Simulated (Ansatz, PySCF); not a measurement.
Gas-phase reaction (SMILES): C[Si](C)(C)O[SiH2]Cl + 6 [H][H] (H2) -> 3 C (CH4) + Cl (HCl) + O (H2O) + 2 [SiH4] (SiH4); energy of full hydrogenation.

Geometries: B3LYP-D3(BJ)/def2-TZVP minima from Ansatz (a quantum-chemistry and plane-wave program), one conformer each, not searched for the lowest. Correlated levels leave the core frozen unless marked. Spin-orbit coupling is left out. Non-relativistic. CBS(X,Y): correlation extrapolated as X^-3; Hartree-Fock from the larger set. The bracket is a focal-point correction in the basis named. Thermal terms are rigid-rotor harmonic-oscillator values from B3LYP-D3(BJ) frequencies (Ansatz or PySCF) at 298.15 K and 1 atm. 1 Eh = 627.5095 kcal/mol.

```json
[
 {"species": "C[Si](C)(C)O[SiH2]Cl", "E, RI-MP2/CBS(aug-cc-pV(T+d)Z,aug-cc-pV(Q+d)Z)+[CCSD(T)-MP2]/aug-cc-pV(T+d)Z (Ansatz) (Eh)": "-1234.08416", "E, wB97X-V/def2-TZVPD (Ansatz) (Eh)": "-1235.44158", "H - E (Eh)": "0.14791"},
 {"species": "[H][H] (H2)", "E, RI-MP2/CBS(aug-cc-pV(T+d)Z,aug-cc-pV(Q+d)Z)+[CCSD(T)-MP2]/aug-cc-pV(T+d)Z (Ansatz) (Eh)": "-1.17524", "E, wB97X-V/def2-TZVPD (Ansatz) (Eh)": "-1.17238", "H - E (Eh)": "0.01336"},
 {"species": "C (CH4)", "E, RI-MP2/CBS(aug-cc-pV(T+d)Z,aug-cc-pV(Q+d)Z)+[CCSD(T)-MP2]/aug-cc-pV(T+d)Z (Ansatz) (Eh)": "-40.46129", "E, wB97X-V/def2-TZVPD (Ansatz) (Eh)": "-40.51531", "H - E (Eh)": "0.04840"},
 {"species": "Cl (HCl)", "E, RI-MP2/CBS(aug-cc-pV(T+d)Z,aug-cc-pV(Q+d)Z)+[CCSD(T)-MP2]/aug-cc-pV(T+d)Z (Ansatz) (Eh)": "-460.37874", "E, wB97X-V/def2-TZVPD (Ansatz) (Eh)": "-460.74931", "H - E (Eh)": "0.01000"},
 {"species": "O (H2O)", "E, RI-MP2/CBS(aug-cc-pV(T+d)Z,aug-cc-pV(Q+d)Z)+[CCSD(T)-MP2]/aug-cc-pV(T+d)Z (Ansatz) (Eh)": "-76.37791", "E, wB97X-V/def2-TZVPD (Ansatz) (Eh)": "-76.43464", "H - E (Eh)": "0.02495"},
 {"species": "[SiH4] (SiH4)", "E, RI-MP2/CBS(aug-cc-pV(T+d)Z,aug-cc-pV(Q+d)Z)+[CCSD(T)-MP2]/aug-cc-pV(T+d)Z (Ansatz) (Eh)": "-291.46108", "E, wB97X-V/def2-TZVPD (Ansatz) (Eh)": "-291.83995", "H - E (Eh)": "0.03520"}
]
```

Problem. Work out ΔE and ΔH at 298.15 K at the first level, then ΔH at the second.

Solution. 
1. ΔE = [3×(-40.46129) + (-460.37874) + (-76.37791) + 2×(-291.46108)] - [(-1234.08416) + 6×(-1.17524)] = 0.07292 Eh = 45.8 kcal/mol at RI-MP2/CBS(aug-cc-pV(T+d)Z,aug-cc-pV(Q+d)Z)+[CCSD(T)-MP2]/aug-cc-pV(T+d)Z.
2. The terms H - E add up to 0.02248 Eh, so ΔH = (0.07292 + (0.02248))×627.5095 = 59.9 kcal/mol.
3. At wB97X-V/def2-TZVPD the same steps give ΔE = 41.5 and ΔH = 55.6 kcal/mol, a shift of -4.3 from the first level.
4. These values are not checked against measurement here, since the tables used lack a sound gas-phase enthalpy of formation for at least one species.
